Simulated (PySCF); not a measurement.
Molfile (atoms numbered from 1):
```
C5H7F3OSi
     RDKit          3D

 17 17  0  0  0  0  0  0  0  0999 V2000
    2.2746    0.0326   -2.2131 F   0  0  0  0  0  0  0  0  0  0  0  0
    2.5176    0.1391   -0.8938 C   0  0  0  0  0  0  0  0  0  0  0  0
    3.4907    1.0123   -0.7200 F   0  0  0  0  0  0  0  0  0  0  0  0
    2.9539   -1.0643   -0.4996 F   0  0  0  0  0  0  0  0  0  0  0  0
    1.4496    0.5447   -0.2129 O   0  0  0  0  0  0  0  0  0  0  0  0
    0.2613   -0.2594   -0.3546 C   0  0  1  0  0  0  0  0  0  0  0  0
   -0.6836    0.0777    0.7585 C   0  0  0  0  0  0  0  0  0  0  0  0
   -1.9702    0.3114    0.4637 C   0  0  0  0  0  0  0  0  0  0  0  0
   -2.4319    0.2579   -0.9682 C   0  0  0  0  0  0  0  0  0  0  0  0
   -0.7938    0.1280   -1.9198 Si  0  0  0  0  0  4  0  0  0  0  0  0
    0.5595   -1.3217   -0.2881 H   0  0  0  0  0  0  0  0  0  0  0  0
   -0.3033    0.0994    1.7848 H   0  0  0  0  0  0  0  0  0  0  0  0
   -2.6922    0.5268    1.2593 H   0  0  0  0  0  0  0  0  0  0  0  0
   -3.0390    1.1388   -1.2341 H   0  0  0  0  0  0  0  0  0  0  0  0
   -3.0761   -0.6214   -1.1451 H   0  0  0  0  0  0  0  0  0  0  0  0
   -0.7606   -0.9489   -2.9512 H   0  0  0  0  0  0  0  0  0  0  0  0
   -0.3734    1.4277   -2.5155 H   0  0  0  0  0  0  0  0  0  0  0  0
  1  2  1  0
  2  3  1  0
  2  4  1  0
  2  5  1  0
  5  6  1  0
  6  7  1  0
  7  8  2  0
  8  9  1  0
  9 10  1  0
 10  6  1  0
  6 11  1  6
  7 12  1  0
  8 13  1  0
  9 14  1  0
  9 15  1  0
 10 16  1  0
 10 17  1  0
M  END
```

Geometry: PBE0-D3(BJ)/def2-SVP; GIAO shifts from PySCF 2.14, gas phase, non-relativistic, averaged over equivalent atoms.

At wB97X-D/pcSseg-1 (212 basis functions, 39 s wall time on 1 thread of an Intel Xeon 6975P-C, shared host):
| atoms | δ (ppm) |
| --- | --- |
| F1/F3/F4 | -68.4 |
| C8 | 144.4 |
| C7 | 141.3 |
| C2 | 127.9 |
| C6 | 71.1 |
| C9 | 14.0 |
| O5 | 115.6 |
| Si10 | -17.1 |
| H13 | 6.24 |
| H12 | 6.22 |
| H11 | 4.69 |
| H16 | 4.51 |
| H17 | 4.38 |
| H14 | 1.69 |
| H15 | 1.54 |

δ = σ(ref) − σ, references computed at the same level: CFCl3 for ¹⁹F (σref 187.16); ¹³C (σref 184.54) and ²⁹Si (σref 352.93) and ¹H (σref 31.38) vs TMS; H2O for ¹⁷O (σref 333.19).

Problem. Predict the values at PBE0/pcSseg-1 on the same geometry.

Solution. 
| atoms | δ at PBE0/pcSseg-1 | change |
| --- | --- | --- |
| F1/F3/F4 | -76.1 | -7.7 |
| C8 | 143.8 | -0.6 |
| C7 | 140.9 | -0.4 |
| C2 | 127.9 | +0.0 |
| C6 | 72.2 | +1.1 |
| C9 | 15.2 | +1.2 |
| O5 | 120.4 | +4.8 |
| Si10 | -19.2 | -2.1 |
| H13 | 6.26 | +0.02 |
| H12 | 6.27 | +0.05 |
| H11 | 4.81 | +0.12 |
| H16 | 4.54 | +0.03 |
| H17 | 4.39 | +0.01 |
| H14 | 1.80 | +0.11 |
| H15 | 1.67 | +0.13 |

Referencing at the same level of theory: ¹⁹F (σref 177.25) vs CFCl3; TMS for ¹³C (σref 184.41) and ²⁹Si (σref 351.99) and ¹H (σref 31.27); ¹⁷O (σref 334.56) vs H2O.

The largest change is at F1/F3/F4 (fluorine of an OCF3 group). Cost: 212 basis functions, 34 s wall time on 1 thread of an Intel Xeon 6975P-C, shared host. The order of the carbon signals is the same at both levels.

Unscaled 19F shifts against computed CFCl3 carry errors that often reach 10 to 50 ppm. Experimental scales use liquid or dissolved standards, which lie at an offset from isolated H2O (liquid H2O: subtract about 36 ppm).
